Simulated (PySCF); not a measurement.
## Ge: excitation energy

Ge [Ar] 3d10 4s2 4p2 (3P) → Ge [Ar] 3d10 4s2 4p1 4d1 (high-spin determinant), as a difference of total energies. Computed with PySCF 2.14 in aug-cc-pwCVTZ-PP with ECP10MDF, with scalar relativity through the core potential. Correlated levels: valence: 3s2 3p6 3d10 frozen; valence and next inner shell: nothing frozen outside the core potential. The calculations carry no spin-orbit coupling.

```csv
method,excitation energy (eV)
UHF,6.552
PBE,6.084
PBE0,6.296
r2SCAN,6.513
PW91,6.130
TPSSh,6.296
PBEsol,6.151
MP2 (valence),6.638
SCS-MP2 (valence),6.613
MP2 (valence and next inner shell),6.722
SCS-MP2 (valence and next inner shell),6.665
```

Estimate what wB97M-V gives.

6.609 eV, closest to SCS-MP2 (valence) among the rows shown.

Estimate what LDA gives.

6.261 eV, closest to PBE0 among the rows shown.

The promoted electron is Rydberg-like, and one or two diffuse shells describe it only roughly, which tends to raise the upper state.

In the upper state the promoted electron has a positive orbital energy at LDA, r2SCAN, so the basis confines it.

The determinant of the upper state mixes LS terms, which raises its energy above the lowest term, most at the Hartree-Fock and MP2 levels.
